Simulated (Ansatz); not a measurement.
Results of the Gaussian-basis code of Ansatz.

A structure relaxed at PBE0-D4/def2-TZVP, charge 0, multiplicity 1:

```csv
atom,x (Å),y (Å),z (Å)
Cl1,-2.048,0.225,-0.820
Ti2,-0.078,0.028,0.048
Cl3,-0.122,0.556,2.143
I4,0.715,-2.360,-0.201
I5,1.533,1.551,-1.169
```

(1) Give its formula and SMILES.

(2) Point group (tolerance 0.08 Å, 0.16 Å for H)?

(3) Summarise the bond lengths by kind.

Results:

(1) Cl2I2Ti, `[Cl][Ti]([Cl])([I])[I]`.

(2) C2v.

(3) 2 × Cl–Ti 2.161 Å; 2 × I–Ti 2.529 Å.
